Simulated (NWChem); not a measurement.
System: BeNH₂F; SMILES [NH2][Be][F]

```xyz
5

Be     0.0000     0.0000    -0.1005
F      0.0000     0.0000    -1.4865
N      0.0000     0.0000     1.4032
H      0.0000    -0.8244     1.9791
H      0.0000     0.8244     1.9791
```
Atoms are numbered in this order, from 1.

Computed with NWChem. The geometry was optimised at PBE0-D3(BJ)/def2-TZVP. Vertical excitations in the gas phase; the lowest state need not have the same character in each row.

For level PBE/def2-SVP, TDA:

| Quantity | Result |
|---|---|
| lowest excitation, singlet (eV) | 5.32 |
| lowest triplet (eV) | 4.92 |
| orbital gap (eV) | 5.15 |

### Question
How do the values read with level B3LYP/def2-SVP, TDA instead?

### Answer
lowest excitation, singlet (eV): 5.67
lowest triplet (eV): 5.25
orbital gap (eV): 6.76
